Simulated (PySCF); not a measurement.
C3H3 (SMILES C#C[CH2]), doublet, at a GFN2-xTB geometry, atoms displaced at random by about 0.08 Å a coordinate; B3LYP/6-31G, gradient by finite differences (PySCF).

PySCF was given this input:
```python
from pyscf import gto, scf, dft

mol = gto.M(
    atom='''
C     0.003665   -0.030833    0.126145
C     0.027033   -0.049620    1.351788
C    -0.072308   -0.134552   -1.199739
H     0.076945    0.423696    2.393685
H     0.982138   -0.246457   -1.877114
H    -1.065064    0.003421   -1.734572
''',
    basis='6-31g',
    charge=0,
    spin=1,
    verbose=4,
)

mf = dft.UKS(mol)
mf.xc = 'b3lyp'
mf.conv_tol = 1e-11
mf.kernel()
scan, done = mf.as_scanner(), []
scan.scf_summary = {}
def energy(d):
    c = mol.atom_coords()
    c[1, 1] += d
    e = scan(mol.set_geom_(c, unit='Bohr', inplace=False))
    done.append(scan.converged)
    return e
h = 0.2
fd = (energy(h) - energy(-h)) / (2 * h)
print('dE/dx =', fd)
```

The log (banner, timings and long lists left out):

```
PySCF version 2.14.0

[INPUT] verbose = 4
[INPUT] num. atoms = 6
[INPUT] num. electrons = 21
[INPUT] charge = 0
[INPUT] spin (= nelec alpha-beta = 2S) = 1
[INPUT] symmetry False subgroup None
[INPUT] Mole.unit = angstrom
[INPUT] Symbol           X                Y                Z      unit          X                Y                Z       unit  Magmom
[INPUT]  1 C      0.003665000000  -0.030833000000   0.126145000000 AA    0.006925846247  -0.058265925599   0.238379501983 Bohr   0.0
[INPUT]  2 C      0.027033000000  -0.049620000000   1.351788000000 AA    0.051084966325  -0.093768210301   2.554509098474 Bohr   0.0
[INPUT]  3 C     -0.072308000000  -0.134552000000  -1.199739000000 AA   -0.136642316615  -0.254266429512  -2.267178130960 Bohr   0.0
[INPUT]  4 H      0.076945000000   0.423696000000   2.393685000000 AA    0.145404976655   0.800669400074   4.523409078480 Bohr   0.0
[INPUT]  5 H      0.982138000000  -0.246457000000  -1.877114000000 AA    1.855971836528  -0.465736231482  -3.547231364587 Bohr   0.0
[INPUT]  6 H     -1.065064000000   0.003421000000  -1.734572000000 AA   -2.012679265134   0.006464753072  -3.277866023339 Bohr   0.0

nuclear repulsion = 52.9373964257392
number of shells = 21
number of NR pGTOs = 78
number of NR cGTOs = 33
basis = 6-31g
ecp = {}

******** <class 'pyscf.dft.uks.UKS'> ********
method = UKS
initial guess = minao
damping factor = 0
level_shift factor = 0
DIIS = <class 'pyscf.scf.diis.CDIIS'>
diis_start_cycle = 1
diis_space = 8
diis_damp = 0
SCF conv_tol = 1e-11
SCF conv_tol_grad = None
SCF max_cycles = 50
direct_scf = True
direct_scf_tol = 1e-13
number electrons alpha = 11  beta = 10
XC library pyscf.dft.libxc version 7.1.2
    S. Lehtola, C. Steigemann, M. J. T. Oliveira, and M. A. L. Marques,  SoftwareX 7, 1–5 (2018)
XC functionals = b3lyp
    P. J. Stephens, F. J. Devlin, C. F. Chabalowski, and M. J. Frisch,  J. Phys. Chem. 98, 11623 (1994)
radial grids:
    Treutler-Ahlrichs [JCP 102, 346 (1995); DOI:10.1063/1.469408] (M4) radial grids

becke partition: Becke, JCP 88, 2547 (1988); DOI:10.1063/1.454033
pruning grids: <function nwchem_prune>
grids dens level: 3
symmetrized grids: False
atomic radii adjust function: <function treutler_atomic_radii_adjust>
small_rho_cutoff = 0
Set gradient conv threshold to 3.16228e-06
tot grids = 71784
init E= -116.165402930845

cycle= 1 E= -115.928775955608  delta_E= 0.237  |g|= 0.181  |ddm|= 1.78
cycle= 2 E= -115.931293595705  delta_E= -0.00252  |g|= 0.184  |ddm|= 0.677
cycle= 3 E= -115.953103036134  delta_E= -0.0218  |g|= 0.0324  |ddm|= 0.401
cycle= 4 E= -115.95357978949  delta_E= -0.000477  |g|= 0.0241  |ddm|= 0.0538
cycle= 5 E= -115.953945701639  delta_E= -0.000366  |g|= 0.0134  |ddm|= 0.0346
cycle= 6 E= -115.954072153385  delta_E= -0.000126  |g|= 0.00333  |ddm|= 0.0163
cycle= 7 E= -115.95410158493  delta_E= -2.94e-05  |g|= 0.000819  |ddm|= 0.0125
cycle= 8 E= -115.954104409335  delta_E= -2.82e-06  |g|= 0.00034  |ddm|= 0.00392
cycle= 9 E= -115.954104851976  delta_E= -4.43e-07  |g|= 6.67e-05  |ddm|= 0.00182
cycle= 10 E= -115.954104861315  delta_E= -9.34e-09  |g|= 1.93e-05  |ddm|= 0.000231
cycle= 11 E= -115.954104861968  delta_E= -6.53e-10  |g|= 6.94e-06  |ddm|= 7.02e-05
cycle= 12 E= -115.954104862049  delta_E= -8.08e-11  |g|= 3.99e-06  |ddm|= 2.23e-05
cycle= 13 E= -115.954104862065  delta_E= -1.6e-11  |g|= 6.36e-07  |ddm|= 9.68e-06
cycle= 14 E= -115.954104862066  delta_E= -1.05e-12  |g|= 4.12e-07  |ddm|= 2.34e-06
Extra cycle  E= -115.954104862066  delta_E= 2.56e-13  |g|= 6.41e-07  |ddm|= 1.19e-06
converged SCF energy = -115.954104862066  <S^2> = 0.77819793  2S+1 = 2.0280019
Create scanner for <class 'pyscf.dft.uks.UKS'>

WARN: Mole.unit (angstrom) is changed to Bohr

New geometry
   1 C      0.003665000000  -0.030833000000   0.126145000000 AA    0.006925846247  -0.058265925599   0.238379501983 Bohr
   2 C      0.027033000000   0.056215442184   1.351788000000 AA    0.051084966325   0.106231789699   2.554509098474 Bohr
   3 C     -0.072308000000  -0.134552000000  -1.199739000000 AA   -0.136642316615  -0.254266429512  -2.267178130960 Bohr
   4 H      0.076945000000   0.423696000000   2.393685000000 AA    0.145404976655   0.800669400074   4.523409078480 Bohr
   5 H      0.982138000000  -0.246457000000  -1.877114000000 AA    1.855971836528  -0.465736231482  -3.547231364587 Bohr
   6 H     -1.065064000000   0.003421000000  -1.734572000000 AA   -2.012679265134   0.006464753072  -3.277866023339 Bohr

******** <class 'pyscf.scf.hf.UKS_Scanner'> ********
method = UKS_Scanner
initial guess = minao
damping factor = 0
level_shift factor = 0
DIIS = <class 'pyscf.scf.diis.CDIIS'>
diis_start_cycle = 1
diis_space = 8
diis_damp = 0
SCF conv_tol = 1e-11
SCF conv_tol_grad = None
SCF max_cycles = 50
direct_scf = True
direct_scf_tol = 1e-13
number electrons alpha = 11  beta = 10
XC library pyscf.dft.libxc version 7.1.2
    S. Lehtola, C. Steigemann, M. J. T. Oliveira, and M. A. L. Marques,  SoftwareX 7, 1–5 (2018)
XC functionals = b3lyp
    P. J. Stephens, F. J. Devlin, C. F. Chabalowski, and M. J. Frisch,  J. Phys. Chem. 98, 11623 (1994)
radial grids:
    Treutler-Ahlrichs [JCP 102, 346 (1995); DOI:10.1063/1.469408] (M4) radial grids

becke partition: Becke, JCP 88, 2547 (1988); DOI:10.1063/1.454033
pruning grids: <function nwchem_prune>
grids dens level: 3
symmetrized grids: False
atomic radii adjust function: <function treutler_atomic_radii_adjust>
small_rho_cutoff = 0
Set gradient conv threshold to 3.16228e-06
tot grids = 71784
init E= -115.975689104558
cycle= 1 E= -115.957953852189  delta_E= 0.0177  |g|= 0.0255  |ddm|= 0.191
cycle= 2 E= -115.956632734242  delta_E= 0.00132  |g|= 0.0557  |ddm|= 0.101
cycle= 3 E= -115.958457280123  delta_E= -0.00182  |g|= 0.00541  |ddm|= 0.0556
cycle= 4 E= -115.958474501043  delta_E= -1.72e-05  |g|= 0.00211  |ddm|= 0.0122
cycle= 5 E= -115.958477567769  delta_E= -3.07e-06  |g|= 0.000842  |ddm|= 0.00391
cycle= 6 E= -115.958478120344  delta_E= -5.53e-07  |g|= 0.000263  |ddm|= 0.00159
cycle= 7 E= -115.958478237473  delta_E= -1.17e-07  |g|= 0.000101  |ddm|= 0.000942
cycle= 8 E= -115.958478264464  delta_E= -2.7e-08  |g|= 2.74e-05  |ddm|= 0.00042
cycle= 9 E= -115.958478267755  delta_E= -3.29e-09  |g|= 7.43e-06  |ddm|= 0.000158
cycle= 10 E= -115.958478267977  delta_E= -2.23e-10  |g|= 2.97e-06  |ddm|= 3.71e-05
cycle= 11 E= -115.958478268008  delta_E= -3.07e-11  |g|= 8.95e-07  |ddm|= 1.33e-05
cycle= 12 E= -115.95847826801  delta_E= -2.3e-12  |g|= 2.32e-07  |ddm|= 4.42e-06
Extra cycle  E= -115.95847826801  delta_E= -8.53e-14  |g|= 3.38e-07  |ddm|= 6.83e-07
converged SCF energy = -115.95847826801  <S^2> = 0.77595533  2S+1 = 2.0257891

WARN: Mole.unit (angstrom) is changed to Bohr

New geometry
   1 C      0.003665000000  -0.030833000000   0.126145000000 AA    0.006925846247  -0.058265925599   0.238379501983 Bohr
   2 C      0.027033000000  -0.155455442184   1.351788000000 AA    0.051084966325  -0.293768210301   2.554509098474 Bohr
   3 C     -0.072308000000  -0.134552000000  -1.199739000000 AA   -0.136642316615  -0.254266429512  -2.267178130960 Bohr
   4 H      0.076945000000   0.423696000000   2.393685000000 AA    0.145404976655   0.800669400074   4.523409078480 Bohr
   5 H      0.982138000000  -0.246457000000  -1.877114000000 AA    1.855971836528  -0.465736231482  -3.547231364587 Bohr
   6 H     -1.065064000000   0.003421000000  -1.734572000000 AA   -2.012679265134   0.006464753072  -3.277866023339 Bohr

******** <class 'pyscf.scf.hf.UKS_Scanner'> ********
method = UKS_Scanner
initial guess = minao
damping factor = 0
level_shift factor = 0
DIIS = <class 'pyscf.scf.diis.CDIIS'>
diis_start_cycle = 1
diis_space = 8
diis_damp = 0
SCF conv_tol = 1e-11
SCF conv_tol_grad = None
SCF max_cycles = 50
direct_scf = True
direct_scf_tol = 1e-13
number electrons alpha = 11  beta = 10
XC library pyscf.dft.libxc version 7.1.2
    S. Lehtola, C. Steigemann, M. J. T. Oliveira, and M. A. L. Marques,  SoftwareX 7, 1–5 (2018)
XC functionals = b3lyp
    P. J. Stephens, F. J. Devlin, C. F. Chabalowski, and M. J. Frisch,  J. Phys. Chem. 98, 11623 (1994)
radial grids:
    Treutler-Ahlrichs [JCP 102, 346 (1995); DOI:10.1063/1.469408] (M4) radial grids

becke partition: Becke, JCP 88, 2547 (1988); DOI:10.1063/1.454033
pruning grids: <function nwchem_prune>
grids dens level: 3
symmetrized grids: False
atomic radii adjust function: <function treutler_atomic_radii_adjust>
small_rho_cutoff = 0
Set gradient conv threshold to 3.16228e-06
tot grids = 71784
init E= -115.875467012921
cycle= 1 E= -115.940876913375  delta_E= -0.0654  |g|= 0.0896  |ddm|= 0.438
cycle= 2 E= -115.925868625183  delta_E= 0.015  |g|= 0.183  |ddm|= 0.291
cycle= 3 E= -115.946341137987  delta_E= -0.0205  |g|= 0.0271  |ddm|= 0.185
cycle= 4 E= -115.946748462249  delta_E= -0.000407  |g|= 0.0058  |ddm|= 0.0434
cycle= 5 E= -115.946771452856  delta_E= -2.3e-05  |g|= 0.00281  |ddm|= 0.00878
cycle= 6 E= -115.946778658532  delta_E= -7.21e-06  |g|= 0.000666  |ddm|= 0.00473
cycle= 7 E= -115.946780148372  delta_E= -1.49e-06  |g|= 0.000333  |ddm|= 0.00317
cycle= 8 E= -115.946780463507  delta_E= -3.15e-07  |g|= 7.94e-05  |ddm|= 0.00145
cycle= 9 E= -115.946780490086  delta_E= -2.66e-08  |g|= 2.31e-05  |ddm|= 0.000401
cycle= 10 E= -115.946780492302  delta_E= -2.22e-09  |g|= 9.15e-06  |ddm|= 0.00011
cycle= 11 E= -115.946780492574  delta_E= -2.72e-10  |g|= 2.6e-06  |ddm|= 4.05e-05
cycle= 12 E= -115.946780492593  delta_E= -1.89e-11  |g|= 9.37e-07  |ddm|= 1.14e-05
cycle= 13 E= -115.946780492594  delta_E= -1.05e-12  |g|= 6.27e-07  |ddm|= 2.62e-06
Extra cycle  E= -115.946780492594  delta_E= 3.98e-13  |g|= 9.16e-07  |ddm|= 2.07e-06
converged SCF energy = -115.946780492594  <S^2> = 0.78207433  2S+1 = 2.0318212
dE/dx = -0.029244438542193052
```
